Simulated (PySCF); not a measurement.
Compound: C3H7ClSi.
Atom-mapped SMILES: `[SiH3:1][CH2:2]/[CH:3]=[CH:4]\[Cl:5]` (hydrogens: H6, H7, H8 on Si1; H9, H10 on C2; H11 on C3; H12 on C4)

Torsions of this conformer, `[SiH3:1][CH2:2]/[CH:3]=[CH:4]\[Cl:5]`: Si1–C2–C3–C4 -92°.

The closed-shell ground state was solved at several levels (PySCF, density fitting, gas phase, non-relativistic). Isolated species at its PBE0-D3(BJ)/def2-SVP geometry (one conformer only).

```
             level  basis functions  total energy (Eh)  HOMO (eV)  LUMO (eV)  gap (eV)  dipole (D)
BHandHLYP/pcSseg-2              292          -868.2000      -8.00       0.78      8.78        1.64
   B3LYP/def2-SVPD              167          -867.9286      -6.86      -0.48      6.38        1.56
      PBE0/6-31+G*              112          -867.7393      -7.01      -0.20      6.81        1.63
      PBE0/cc-pVDZ              113          -867.7839      -6.92       0.03      6.95        1.52
    B97-2/pcSseg-2              292          -868.2856      -6.80      -0.29      6.51        1.55
     BLYP/pcSseg-2              292          -868.2167      -5.79      -1.06      4.73        1.45
  wB97X-D/pcSseg-2              292          -868.2358      -8.84       1.52     10.36        1.61
     PBE0/IGLO-III              263          -867.8414      -6.97      -0.18      6.79        1.39
     OPBE/pcSseg-2              292          -868.1624      -5.92      -1.10      4.82        1.48
 mPW1PW91/pcSseg-2              292          -868.2854      -7.06      -0.26      6.80        1.56
   PBE0/def2-TZVPD              263          -867.8430      -7.03      -0.28      6.75        1.55
```

Question: What might PBE0/def2-TZVP (209 basis functions) give for the same quantities?

Answer: Total energy -867.8417 Eh, HOMO -7.00 eV, LUMO -0.19 eV, gap 6.81 eV, dipole 1.51 D.

Question: Over all these levels, which gives the widest orbital gap and which the narrowest?

Answer: wB97X-D/pcSseg-2 (range-separated hybrid) has the widest, 10.36 eV, and BLYP/pcSseg-2 (GGA) the narrowest, 4.73 eV. The two share the basis. From the narrowest to the widest the HOMO moves by -3.05 eV and the LUMO by +2.58 eV.

Question: How much does the basis alone move the frontier levels among the 5 PBE0 rows (the withheld one included)?

Answer: The HOMO by 0.11 eV and the LUMO by 0.31 eV. By rising basis size (HOMO, LUMO in eV): 6-31+G* -7.01, -0.20; cc-pVDZ -6.92, 0.03; def2-TZVP -7.00, -0.19; IGLO-III -6.97, -0.18; def2-TZVPD -7.03, -0.28.

Question: In the pcSseg-2 basis, how does the gap go with the fixed share of exact exchange?

Answer: BLYP (0 %) 4.73 eV; OPBE (0 %) 4.82 eV; B97-2 (21 %) 6.51 eV; mPW1PW91 (25 %) 6.80 eV; BHandHLYP (50 %) 8.78 eV. Each rise in the share widens the gap here.

Question: How far do the dipole and the HOMO energy spread over the levels?

Answer: The dipole runs from 1.39 to 1.64 D (mean 1.54 D) and the HOMO from -8.84 to -5.79 eV.

The pairwise dispersion term of wB97X-D wasn't added to the energies; at a given geometry it leaves orbitals and properties as they are.
